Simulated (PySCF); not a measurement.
# What a mistake does to a calculation on H5N2Si anion

All numbers below are calculated, not measured. They come from PySCF 2.14.0, an open-source quantum chemistry program, on an isolated molecule that a program drew, which may never have been made. The molecule is H5N2Si anion (charge -1, singlet), drawn as the SMILES string `N[SiH-]N`.

Each row is a Hartree-Fock (HF) and frozen-core CCSD(T) single point in the aug-cc-pV(D+d)Z basis, meant for a local HF minimum. Run 1 is clean. Each other run has one planted mistake out of seven kinds, and not every kind appears here: one electron removed, one electron added, multiplicity raised by two, geometry at a saddle point, minimal basis STO-3G, one bond length entered in bohr, all coordinates scaled. The reference is restricted for singlets and unrestricted otherwise, and also for a bond in bohr. Adding or removing an electron swaps singlet and doublet. Electrons count all cores. HOMO and LUMO are orbital energies over both spins, the gradient is its largest component, and the lowest frequency (negative if imaginary) is given only where the gradient is small. Bond lengths are over the 7 bonds as drawn. T1 is the CCSD diagnostic: over 0.02 (restricted) or 0.045 (unrestricted) a single reference is doubtful.

Geometry of the clean run:
```xyz
8
H5N2Si anion, angstrom
N     0.6282    1.0567    1.1290
Si   -0.3415   -0.1704    2.1011
N    -2.0603    0.0806    1.5454
H     1.3845    1.4685    1.6401
H     0.9816    0.7611    0.2367
H    -0.0814   -1.3993    1.2018
H    -2.5122    0.8388    2.0223
H    -2.1722    0.2413    0.5581
```

| run | electrons | basis functions | <S^2> | HOMO (eV) | LUMO (eV) | gradient (hartree/bohr) | lowest frequency (cm^-1) | mean bond (Å) | longest bond (Å) | T1 | HF (hartree) | CCSD(T) (hartree) | mistake |
|---|---|---|---|---|---|---|---|---|---|---|---|---|---|
| 1 | 34 | 123 | 0.000 | -1.70 | 3.97 | 2.0e-05 | 138 | 1.3179 | 1.842 | 0.0155 | -400.76842 | -401.31585 | no fault |
| 2 | 34 | 123 | 0.847 | -2.21 | 3.92 | 2.2e-02 | - | 1.4459 | 1.902 | 0.0647 | -400.65307 | -401.19785 | one bond length entered in bohr |
| 3 | 34 | 123 | 0.000 | -1.99 | 3.97 | 3.3e-02 | - | 1.3707 | 1.915 | 0.0162 | -400.75902 | -401.31451 | ? |
| 4 | 34 | 24 | 0.000 | 2.80 | 21.20 | 5.8e-02 | - | 1.3179 | 1.842 | 0.0076 | -395.79793 | -395.94921 | ? |

**Which mistake was planted in run 3, and what did it cost?**

The mean and the longest bond both change by the same factor, 1.040, and the gradient is no longer small. So the mistake is: all coordinates scaled. Subtracting run 1 and multiplying by 627.51 kcal/mol a hartree, the energy moved by 5.9 kcal/mol in HF and 0.8 kcal/mol in CCSD(T).

**Which mistake was planted in run 4, and what did it cost?**

It has 24 basis functions where the clean run has 123, with the same electrons and geometry. So the mistake is: minimal basis STO-3G. Subtracting run 1 and multiplying by 627.51 kcal/mol a hartree, the energy moved by 3119.0 kcal/mol in HF and 3367.6 kcal/mol in CCSD(T).

Cautions from the logs. Run 2: T1 is over the limit, so its CCSD(T) energy is less reliable; run 4: the HOMO is above zero, so the electron isn't bound and the energy depends on the basis.
